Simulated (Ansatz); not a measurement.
One change: `C[Si](Cl)(Cl)C#N` becomes `C[SiH](Cl)Cl`.

Ansatz, PBE0-D4/def2-TZVP geometries, multiplicity 1. 

| property | `C[Si](Cl)(Cl)C#N` |
| --- | --- |
| HOMO–LUMO gap (PBE/def2-TZVPP) / eV | 6.27 |
| size of the dipole moment (B3LYP/def2-TZVPP) / D | 3.55 |
| HOMO energy (PBE0/def2-TZVPP) / eV | -9.66 |
| LUMO energy (B3LYP/def2-TZVPP) / eV | -1.17 |
| zero-point energy (PBE0-D4/def2-TZVP) / kJ/mol | 129.7 |
| size of the dipole moment (PBE/def2-TZVPP) / D | 3.51 |

(1) Give the same properties after the change, and the shifts. (Estimate.)

Answers

(1) Ansatz gave: 
| property | `C[SiH](Cl)Cl` | shift |
| --- | --- | --- |
| HOMO–LUMO gap (PBE/def2-TZVPP) / eV | 7.06 | 0.79 |
| size of the dipole moment (B3LYP/def2-TZVPP) / D | 1.97 | -1.58 |
| HOMO energy (PBE0/def2-TZVPP) / eV | -8.84 | 0.82 |
| LUMO energy (B3LYP/def2-TZVPP) / eV | 0.32 | 1.49 |
| zero-point energy (PBE0-D4/def2-TZVP) / kJ/mol | 128.9 | -0.8 |
| size of the dipole moment (PBE/def2-TZVPP) / D | 1.93 | -1.58 |

With PBE0 the HOMO rises by 0.82 eV and the LUMO rises by 1.53 eV, so the gap widens by about 0.71 eV. PBE moves the HOMO by 0.74 eV and ωB97M-V by 0.85 eV. The zero-point energy changes by -0.8 kJ/mol with -3 modes. Dipoles are sizes alone; their direction can turn.

B3LYP here is the variant with VWN-RPA as its local correlation; programs differ in this.
